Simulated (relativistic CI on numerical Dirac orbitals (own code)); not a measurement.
## Radial parameters of Er II

Calculated at this level of theory: Dirac-Coulomb-Breit CI, separate exchange-only KLI orbitals for each configuration, model QED, valence Slater integrals scaled by 0.85, P86 correlation energy added to each configuration (own radial code, finite nucleus).

Slater integrals F^k, G^k are unscaled and averaged over j, outside the closed core [Xe]; ζ comes from projecting the Hamiltonian with its Breit term on Σ l·s of the shell.

- 4f12 6s: F^2(4f,4f) = 117630, F^4(4f,4f) = 73210, F^6(4f,4f) = 52511, ζ(4f) = 2278.1, G^3(4f,6s) = 2384.5 cm⁻¹; <r>(4f) = 0.819, <r^2>(4f) = 0.9218, <r>(6s) = 3.747, <r^2>(6s) = 15.86 (bohr units).
- 4f11 6s2: F^2(4f,4f) = 125700, F^4(4f,4f) = 78616, F^6(4f,4f) = 56490, ζ(4f) = 2381.4 cm⁻¹; <r>(4f) = 0.7677, <r^2>(4f) = 0.7722 (bohr units).
- 4f11 6s 5d: F^2(4f,4f) = 125220, F^4(4f,4f) = 78295, F^6(4f,4f) = 56254, ζ(4f) = 2391.8, G^3(4f,6s) = 2400.8, F^2(4f,5d) = 21986, F^4(4f,5d) = 10249, G^1(4f,5d) = 10370, G^3(4f,5d) = 8015.2, G^5(4f,5d) = 6007.7, G^2(6s,5d) = 21647, ζ(5d) = 681.23 cm⁻¹; <r>(4f) = 0.771, <r^2>(4f) = 0.7827, <r>(6s) = 3.54, <r^2>(6s) = 14.11, <r>(5d) = 2.581, <r^2>(5d) = 8.078 (bohr units).

In this model ζ of a weakly bound d, f or g electron outside closed shells comes out too small, for d by up to a factor of two or three and at times with the wrong sign; that of an outer p electron is too small as well.

For a near-neutral ion this model can misplace configurations by up to about 10,000 cm⁻¹ (more where the count of f electrons changes) and terms by 10 to 25 % of their spread. Rates follow the energies as ν³ (E1, M1) or ν⁵ (E2), so they and the lifetimes can be off by large factors. The fine structure of a lone outer electron comes out too small, for d and f at times inverted, and misplaced configurations move strength between like terms. 6 of the 10 excited levels that our extract of the measured tables holds in this range could be paired (the sources list more); they are missed by 3926 cm⁻¹ on average and 23020 at most, and levels without a partner can miss by more. Some levels of the ground configuration have no partner and can miss by 10 % or more. The computed lowest level isn't the tabulated ground level, which NIST ASD gives as 4f12 (3H<6>) 6s<1/2> (6,1/2)13/2.

Averages of the first 10 configurations, taken without configuration mixing, which lowers the lowest level and can move excited configurations by several eV; other configurations of the list can lie among them:

| Configuration | Parity | States | Average energy above the lowest level (eV) |
| --- | --- | --- | --- |
| 4f12 6s | even | 182 | 4.1 |
| 4f11 6s2 | odd | 364 | 5.0 |
| 4f11 6s 5d | odd | 7280 | 5.6 |
| 4f12 6p | odd | 546 | 7.3 |
| 4f12 5d | even | 910 | 6.4 |
| 4f11 6s 6p | even | 4368 | 8.2 |
| 4f12 6d | even | 910 | 10.9 |
| 4f12 7s | even | 182 | 10.1 |
| 4f11 6p2 | odd | 5460 | 12.8 |
| 4f13 | odd | 14 | 10.9 |
